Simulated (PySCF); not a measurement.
Shifts of the heteroatoms

Atoms are numbered as in `[N:1]#[C:2][O:3][c:4]1[cH:5][cH:6][cH:7][cH:8][cH:9]1`. Hydrogens are named by the atom that carries them.

One averaged value for each set of equivalent atoms, no solvent model, non-relativistic Hamiltonian, single conformer. Geometry from PBE0-D3(BJ)/def2-TZVP; shieldings: GIAO B97-2/pcSseg-2; PySCF.

Q: Where does ¹⁵N resonate?

A: 
```
atoms       environment  σ (ppm)  δ (ppm)
   N1  nitrile nitrogen     57.5   -202.6
```

Shieldings were converted by a linear fit to measured shifts: ¹⁵N: δ = -149.73 − 0.920σ (rms 6.4 ppm, 44 shifts vs CH3NO2, solution or neat liquid). Occasional misses reach two or three times the rms, and more in compound classes unlike the fitted ones.

On a 400 MHz spectrometer ¹⁵N resonates near 40.5 MHz, so 1 ppm is 40.5 Hz.

Q: Predict the ¹⁷O NMR data.

A: 
```tsv
atoms	environment	σ (ppm)	δ (ppm)
O3	ether oxygen	215.8	69.7
```

Shieldings were converted by a linear fit to measured shifts: ¹⁷O (scatter 12.2 ppm rms vs liquid water, solution or neat liquid). A few per cent of atoms miss by over 2 rms, more outside the fitted compound classes.

On a 400 MHz spectrometer ¹⁷O resonates near 54.2 MHz, so 1 ppm is 54.2 Hz.
